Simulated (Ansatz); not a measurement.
CH4BF2Ga, SMILES `FB[CH2][GaH][F]`. Total charge 0; spin multiplicity 1. The structure was optimised at the PBE0-D4/def2-TZVP level. It is one conformer, not always the lowest.

```xyz
9

F     0.564   -2.068    0.983
B    -0.138   -1.452    0.035
C     0.398   -0.164   -0.606
Ga   -0.313    1.406    0.346
F     0.912    2.258    1.277
H    -1.204   -1.935   -0.236
H     0.024   -0.040   -1.627
H     1.484   -0.057   -0.559
H    -1.727    2.052    0.387
```

(1) What is the dipole moment at B3LYP/def2-TZVPP? (Estimate.)

(2) And with PBE, r2SCAN, ωB97M-V? (Estimate.)

(3) Give the Mulliken charges with B3LYP, PBE, r2SCAN in def2-TZVPP. (Best estimate.)

## Answers

(1) Computed: 2.75 D, with components (-1.48, -0.15, -2.31) D in this frame, pointing from negative to positive charge.

(2) The calculation gave: PBE 2.51 D, r2SCAN 2.63 D, ωB97M-V 2.72 D.

(3) The calculation gave: 
```csv
atom,B3LYP,PBE,r2SCAN
F1,-0.24,-0.20,-0.26
B2,0.18,0.15,0.23
C3,-0.24,-0.22,-0.24
Ga4,0.49,0.42,0.50
F5,-0.39,-0.34,-0.39
H6,-0.01,-0.03,-0.03
H7,0.11,0.11,0.09
H8,0.12,0.12,0.10
H9,-0.02,-0.01,-0.02
```

B3LYP here is the variant with VWN-RPA as its local correlation; programs differ in this.
